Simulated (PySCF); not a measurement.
**Dipole moment and polarisability of `C[C@H](N[SiH3])C(F)F`**

C3H9F2NSi.
Structure used (GFN2-xTB), in Å, numbered top down from 1:
```
atom  x, y, z in Å
C1    -0.6480    1.1226   -0.9983
C2    -0.4585    0.1762    0.1882
N3     0.6874   -0.6843    0.0661
Si4    2.2687   -0.2382    0.5828
C5    -1.7043   -0.7020    0.3686
F6    -2.7926    0.0462    0.6707
F7    -2.0073   -1.3623   -0.7769
H8    -0.7934    0.5499   -1.9122
H9    -1.5166    1.7561   -0.8379
H10    0.2339    1.7473   -1.1093
H11   -0.3482    0.7572    1.1095
H12    0.6075   -1.2828   -0.7432
H13    3.0448   -1.4617    0.4165
H14    2.8876    0.8624   -0.1724
H15    2.1054    0.1764    1.9758
H16   -1.5740   -1.4540    1.1607
```

Level: PBE0/def2-SVPD (PySCF), static field, nuclei fixed, core orbitals frozen in the response. The polarisability tensor in these axes (au):

```
x   82.96 -1.07  1.90
y   -1.07 69.57 -2.21
z    1.90 -2.21 67.69
```

Task: Diagonalise the tensor; give its mean and Δα, where Δα² is half the sum of the squared differences of the eigenvalues.

Result: Principal values 66.17, 70.73 and 83.33 au; mean 73.41 au = 10.88 Å³ = 12.10 × 10⁻⁴⁰ C²·m²/J; Δα = 15.39 au (21 % of the mean).

Task: What is the dipole moment, and where does it point?

Result: (1.56, 0.31, 0.10) D, 1.59 D in size, pointing from the negative to the positive side. Measured along this direction, the outermost atoms are F6 at the negative end and H14 at the positive end.

Task: Estimate the molar refractivity from the static electronic polarisability.

Result: Lorentz–Lorenz: R = (4π/3)N_A α = 2.5225 cm³/(mol·Å³) × 10.88 Å³ = 27.4 cm³/mol, in the limit of long wavelengths.

Task: Rayleigh depolarisation ratio (linearly polarised light, static tensor)?

Result: ρ = 3Δα²/(45ᾱ² + 4Δα²) = 710.9/(242500 + 947.9) = 0.00292.

Task: How large is μ²/3kT at 500 K beside α?

Result: In Gaussian units μ²/3kT = 12.20 Å³ against 10.88 Å³, a ratio of 1.12; the Debye molar polarisation (4π/3)N_A(α + μ²/3kT) is 58.2 cm³/mol, leaving out the vibrational part.

Task: What are the principal values of the traceless quadrupole moment, Θ = ½Σq(3rr − r²1), about the centre of nuclear charge?

Result: -6.63, 2.74, 3.89 D·Å. The values depend on the origin, since the dipole doesn't vanish. The electronic extent ⟨r²⟩ about the same centre is 1192 bohr², a root-mean-square distance of 2.25 Å for the 66 electrons.

Isolated species at its GFN2-xTB geometry (one conformer only).
